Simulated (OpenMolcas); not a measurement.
# C+: the spin-orbit constant, thermal populations, worked from levels

```
Program             : OpenMolcas 26.06
Basis               : ANO-R1 [3s2p1d]
Scalar Hamiltonian  : X2C, finite nucleus
Active space        : 3 electrons in 4 orbitals (2s 2p)
State averaging     : 2S+1 = 4 odd, 1 root; 2S+1 = 2 odd, 11 roots; 2S+1 = 4 even, 3 roots; 2S+1 = 2 even, 9 roots
Spin-orbit coupling : RASSI with atomic mean-field integrals over the reference wave functions, term energies averaged over their components
```

Methods: CASSCF; MS-CASPT2, IPEA 0.25 Eh, imaginary shift 0.1 Eh (closed shells correlated: 1s). Measured levels: NIST Handbook of Basic Atomic Spectroscopic Data.

**The spin-orbit constant.** For the Hund term 2P* of p1, E(J) = (A/2) J(J+1) + constant and ζ = 2S·A = A. From J = 1/2 to J = 3/2 the energy changes by 1.5 A.

```
   Source  E(3/2) - E(1/2)     A   ζ
   CASSCF             55.1  36.7  37
MS-CASPT2             55.3  36.9  37
 measured             63.4  42.3  42
```

All in cm-1. MS-CASPT2 is off by -12.8 % and CASSCF by -13.1 %. Both methods take the spin-orbit matrix elements from the reference wave functions, so the second can move ζ only through the term energies and any multistate remixing.

**Thermal populations.** Z = Σ (2J + 1) exp(-E/kT) with k = 0.695035 cm-1/K, over the levels below. No other level of either list lies under 90000 cm-1, which is above 7 kT at each temperature.

| Level | 2J + 1 | MS-CASPT2 | measured |
| --- | --- | --- | --- |
| 2s2 2p 2P* 1/2 | 2 | 0.0 | 0.0 |
| 2s2 2p 2P* 3/2 | 4 | 55.3 | 63.4 |
| 2s 2p2 4P 1/2 | 2 | 40840 | 43003 |
| 2s 2p2 4P 3/2 | 4 | 40860 | 43025 |
| 2s 2p2 4P 5/2 | 6 | 40900 | 43054 |
| 2s 2p2 2D 3/2 | 4 | 76810 | 74933 |
| 2s 2p2 2D 5/2 | 6 | 76810 | 74930 |

```csv
T (K),"Z, MS-CASPT2","Z, measured levels","Ground level (%), MS-CASPT2","Ground level (%), measured levels"
5000,5.937,5.928,33.7,33.7
8000,5.968,5.960,33.5,33.6
12000,6.064,6.040,33.0,33.1
```

At 12000 K, kT = 8340 cm-1, and the computed levels give Z = 2.000 + 3.974 + 0.015 + 0.030 + 0.045 + 0.000 + 0.001 = 6.064.

Without dynamic correlation excited terms often stand tens of per cent too high (terms of higher spin than the ground term too low), and those without a measured partner can miss by more than the paired ones (holds for CASSCF). Computed and measured levels are paired by configuration, term and J; levels that our copy of the source lacks, or whose pairing is in doubt (as where it misses far off the trend of its configuration), stay unpaired and out of the deviations. Only configurations of the active space appear.

* marks odd parity.
